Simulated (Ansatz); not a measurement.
Reactions of F2GaHS (`[F][Ga]([F])[SH]`).

Computed with Ansatz on PBE0-D4/def2-TZVP structures; ΔE is electronic, products minus reactants. CCSD(T)/CBS is the MP2 limit (def2-TZVPP, def2-QZVPP) plus CCSD(T) − MP2 in def2-TZVPP, frozen cores. This one scheme is used for every species. DFT in def2-TZVPP. For Ga outer-core shells are correlated without core-valence functions, which leaves a few kJ/mol of doubt a bond. Scalar relativity is left out up to krypton. Each species was taken in one conformer, which may not be the lowest.

| reaction | CCSD(T)/CBS(def2) (kJ/mol) |
| --- | --- |
| `[F][Ga]([F])[SH]` + CH₄ → `[CH3][Ga]([F])[F]` + H₂S | ? |
| `[F][Ga]([F])[SH]` + `C#C` → `C#[C][Ga]([F])[F]` + H₂S | 51 |
| `[F][Ga]([F])[SH]` + `N=C=O` → `O=C=[N][Ga]([F])[F]` + H₂S | 22 |
| `[F][Ga]([F])[SH]` + CH₃SH → `C[S][Ga]([F])[F]` + H₂S | 0 |

Task: Fill in the missing values. (Estimate.)

Result: The calculation gave: `[F][Ga]([F])[SH]` + CH₄ → `[CH3][Ga]([F])[F]` + H₂S: +79.3 kJ/mol.

Largest T1 diagnostic: 0.018, for `N=C=O`.
